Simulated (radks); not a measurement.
Problem. Radial electron density D(r) = 4 pi r^2 rho(r) of an atom or ion with 51 electrons. Method: Dirac Kohn-Sham, exchange-only LDA, spin-unpolarised, spherical densities, finite nucleus; Fermi nuclear charge, rms radius of each element as measured or else 0.836 A^(1/3) + 0.57 fm; computed with a radial shooting solver on a logarithmic mesh with Libxc functionals.

r (bohr),D(r) (e/bohr)
0.001918,5.176
0.002269,6.821
0.002685,8.932
0.003176,11.60
0.003727,14.77
0.004409,18.82
0.005215,23.68
0.006169,29.35
0.007298,35.76
0.008564,42.33
0.01013,49.38
0.01198,56.03
0.01418,61.60
0.01664,65.24
0.01968,66.77
0.02328,65.83
0.02754,62.99
0.03257,59.65
0.03823,57.83
0.04522,59.20
0.05349,64.75
0.06328,73.25
0.07485,81.25
0.08784,84.48
0.1039,80.80
0.1229,71.44
0.1454,62.13
0.172,59.06
0.2019,63.16
0.2388,69.14
0.2825,68.11
0.3341,56.23
0.3953,38.81
0.4638,26.02
0.5487,21.69
0.6491,23.65
0.7678,24.96
0.9083,21.89
1.066,16.16
1.261,10.25
1.492,6.267
1.764,4.154
2.087,3.059
2.449,2.329
2.897,1.638
3.427,1.029
4.054,0.5665
4.758,0.2804
5.628,0.1145
6.658,0.03883
7.876,0.01061
9.316,0.002250
10.93,0.0003914

What is the nuclear charge?

Solution. Z = 51. The innermost maximum, from 1s, lies near gamma/Z bohr with gamma = sqrt(1 - (Z/c)^2) = 0.928, here 0.0182 bohr (found: 0.0200), and its height grows with Z. The density is that of neutral antimony in [Kr] 4d10 5s2 5p3; the configuration itself is not fixed sharply by these data, and Z only to a few units. D(r) has 4 maxima, at r = 0.0200, 0.0878, 0.257, 0.750 bohr, and minima at 0.0392, 0.168, 0.549 bohr, inside which lie 2.03, 11.18, 28.98 electrons.
